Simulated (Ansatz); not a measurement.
System: sum formula Si₂N₂H₉, charge 1, multiplicity 1. It need not be the lowest isomer of its formula. 
Coordinates optimised at B3LYP-D3(BJ)/def2-TZVP (Ansatz, a program for electronic structure):
```xyz
13

N      2.2345    -0.0077    -0.2829
Si     0.7461     0.4229     0.8691
N     -0.5528    -0.5297     0.4015
Si    -1.7754    -0.1630    -0.8324
H      2.4859    -0.9963    -0.2219
H      2.0127     0.1825    -1.2623
H      3.0721     0.5331    -0.0540
H      0.6191     1.8478     0.5499
H      1.3315     0.0852     2.1713
H     -0.7141    -1.3715     0.9430
H     -1.2293     1.0294    -1.5161
H     -1.8655    -1.3074    -1.7574
H     -3.0730     0.1203    -0.1969
```
Charge +1, spin multiplicity 1.

Total electronic energies in hartree. Cores are frozen in the correlated levels unless marked. No spin-orbit coupling. Non-relativistic. CBS(X,Y): correlation extrapolated as X^-3; Hartree-Fock from the larger set. [CCSD(T)-MP2]/basis is that difference in the basis named.

| level | program | energy (Eh) |
|---|---|---|
| PBE/def2-TZVPD | Ansatz | -693.34560 |
| BLYP-D4/def2-TZVPD | Ansatz + dftd4 | -693.76013 |
| r2SCAN-D3(BJ)/def2-TZVPD | Ansatz + dftd3 | -693.68332 |
| B3LYP-D3(BJ)/def2-TZVPD | Ansatz + dftd3 | -693.86966 |
| B3LYP/def2-TZVPD | Ansatz | -693.85115 |
| PBE0-D4/def2-TZVPD | Ansatz + dftd4 | -693.42777 |
| r2SCANh-D4/def2-TZVPD | Ansatz + dftd4 | -693.67475 |
| r2SCAN0/def2-TZVPD | Ansatz | -693.66160 |
| B2PLYP-D3(BJ)/def2-TZVPD | Ansatz + dftd3 | -693.47045 |
| PBE-QIDH/def2-TZVPD | Ansatz | -693.23445 |
| SCS-MP2/6-31G* | Ansatz | -692.30468 |
| CCSD/cc-pwCVTZ | Ansatz | -692.68938 |
| CCSD(T)/cc-pV(Q+d)Z | Ansatz | -692.76311 |
| RI-MP2/CBS(cc-pV(T+d)Z,cc-pV(Q+d)Z)+[CCSD(T)-MP2]/cc-pV(Q+d)Z | Ansatz | -692.7974 |
| CCSD(T)/CBS(cc-pV(T+d)Z,cc-pV(Q+d)Z) | Ansatz | -692.7941 |

Totals of different functionals don't rank their quality; only differences between species are comparable.
